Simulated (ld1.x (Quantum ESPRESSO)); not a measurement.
# Scattering properties, TM potential for cerium

* Element: Ce
* Generator: ld1.x (Quantum ESPRESSO) 7.5
* Type: norm-conserving Troullier–Martins (Kleinman–Bylander form)
* Functional: PBE
* Relativity: scalar-relativistic
* Frozen core: [Kr] 4d10
* Valence charge: 12
* Reference configuration: 4f1 5s2 5p6 5d0 6s0 6p0 (charge +3)
* Partial waves: 5p (bound): rc 2.30 bohr; 5d (bound, empty): rc 3.65 bohr; 4f (bound): rc 1.90 bohr; 5s (bound): rc 2.55 bohr
* Local potential: the s channel
* Core correction: none

The phase is arctan(r·u′/u) with u = r·R(r), unwrapped; energies in Ry, scanned from -7 to 5 Ry. A pole is an energy at which the radial function vanishes at the test radius. The pseudo phase is shifted by a multiple of π to meet the all-electron one at the reference energy, and phase errors are pseudo minus all-electron; the curves can meet again beyond the range given. Levels narrower than the energy grid can be missing from the lists of poles.

**Question.** For each channel, where are the poles, and over which energies does the pseudopotential scatter like the atom?

**Answer.**

```json
{"channel": "s", "radius (bohr)": "3.94", "reference energy (Ry)": "-4.68", "poles, all-electron": "-4.67, -0.78, 3.42", "poles, pseudo": "-4.67, -1.39, 1.62", "unbroken range about the reference energy with phases within 0.05 rad": "below -2.4", "phase error 1 Ry above the reference energy (rad)": "-0.001"}
{"channel": "p", "radius (bohr)": "3.94", "reference energy (Ry)": "-3.38", "poles, all-electron": "-3.36, -0.03, 4.36", "poles, pseudo": "-3.36, 0.08, 4.39", "unbroken range about the reference energy with phases within 0.05 rad": "below -1.5", "phase error 1 Ry above the reference energy (rad)": "+0.001"}
{"channel": "d", "radius (bohr)": "3.94", "reference energy (Ry)": "-1.74", "poles, all-electron": "-1.59, 1.37", "poles, pseudo": "-1.59, 1.33", "unbroken range about the reference energy with phases within 0.05 rad": "below 2.9", "phase error 1 Ry above the reference energy (rad)": "-0.002"}
{"channel": "f", "radius (bohr)": "3.94", "reference energy (Ry)": "-2.11", "poles, all-electron": "-2.10, 0.27, 3.45", "poles, pseudo": "-2.10, 0.20, 3.90", "unbroken range about the reference energy with phases within 0.05 rad": "below -0.9", "phase error 1 Ry above the reference energy (rad)": "-0.016"}
```

Phases in the f channel:

| E (Ry) | all-electron | pseudo |
| --- | --- | --- |
| -7.00 | 1.468 | 1.468 |
| -6.48 | 1.463 | 1.463 |
| -5.96 | 1.457 | 1.457 |
| -5.44 | 1.451 | 1.451 |
| -4.92 | 1.443 | 1.443 |
| -4.40 | 1.434 | 1.434 |
| -3.88 | 1.422 | 1.422 |
| -3.36 | 1.407 | 1.407 |
| -2.84 | 1.385 | 1.385 |
| -2.32 | 1.346 | 1.345 |
| -1.80 | -1.829 | -1.831 |
| -1.28 | -1.959 | -1.966 |
| -0.76 | -2.627 | -2.750 |
| -0.24 | -4.443 | -4.492 |
| 0.28 | -4.716 | -4.735 |
| 0.80 | -4.857 | -4.870 |
| 1.32 | -5.143 | -5.128 |
| 1.84 | -7.138 | -6.848 |
| 2.36 | -7.676 | -7.612 |
| 2.88 | -7.790 | -7.751 |
| 3.40 | -7.850 | -7.814 |
| 3.92 | -7.898 | -7.856 |
| 4.44 | -7.955 | -7.892 |
| 4.96 | -8.065 | -7.930 |
